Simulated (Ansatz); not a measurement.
Molecule: SbH, charge 0, multiplicity 3. SMILES: [SbH]
Geometry from a B3LYP-D3(BJ)/def2-TZVP (Ansatz, an electronic-structure program) optimisation:
```
Sb
H 1 1.7225
```
Charge 0, spin multiplicity 3.

Property: atomisation energy (electronic, to ground-state atoms), in kcal/mol. Correlated levels leave the core frozen unless marked. UHF or UKS for open shells. Spin-orbit coupling is left out. The frozen core is the preceding noble-gas configuration, with the filled d and f shells of earlier blocks. Past Kr the def2 sets carry scalar-relativistic core potentials. STO-3G rows are all-electron and non-relativistic. The coupled-cluster limit lacks core correlation, which all-electron functionals hold. CBS marks a two-point X^-3 extrapolation of the correlation energy; Hartree-Fock from the larger set.

```json
[
 {"level": "SVWN5/def2-TZVPD", "program": "Ansatz", "atomisation energy (kcal/mol)": "71.3"},
 {"level": "BLYP-D4/def2-TZVPD", "program": "Ansatz + dftd4", "atomisation energy (kcal/mol)": "64.2"},
 {"level": "PBE0/STO-3G", "program": "Ansatz", "atomisation energy (kcal/mol)": "83.4"},
 {"level": "PBE0/def2-SVP", "program": "Ansatz", "atomisation energy (kcal/mol)": "58.4"},
 {"level": "BHLYP/def2-TZVPD", "program": "Ansatz", "atomisation energy (kcal/mol)": "61.1"},
 {"level": "HSE06-D4/def2-TZVPD", "program": "Ansatz + dftd4", "atomisation energy (kcal/mol)": "59.5"},
 {"level": "B2GP-PLYP-D4/def2-TZVPD", "program": "Ansatz + dftd4", "atomisation energy (kcal/mol)": "58.6"},
 {"level": "RI-MP2/def2-TZVPPD", "program": "Ansatz", "atomisation energy (kcal/mol)": "52.7"},
 {"level": "RI-MP2/CBS(def2-TZVPP,def2-QZVPP)", "program": "Ansatz", "atomisation energy (kcal/mol)": "54.8"},
 {"level": "SCS-MP2/def2-SVPD", "program": "Ansatz", "atomisation energy (kcal/mol)": "51.0"},
 {"level": "SCS-MP2/def2-TZVPPD", "program": "Ansatz", "atomisation energy (kcal/mol)": "55.8"},
 {"level": "SCS-MP2/def2-QZVPPD", "program": "Ansatz", "atomisation energy (kcal/mol)": "57.4"},
 {"level": "CCSD(T)/def2-QZVPP", "program": "Ansatz", "atomisation energy (kcal/mol)": "58.8"},
 {"level": "CCSD(T)/def2-QZVPPD", "program": "Ansatz", "atomisation energy (kcal/mol)": "58.8"},
 {"level": "CCSD(T)/CBS(def2-TZVPPD,def2-QZVPPD)", "program": "Ansatz", "atomisation energy (kcal/mol)": "59.6"}
]
```
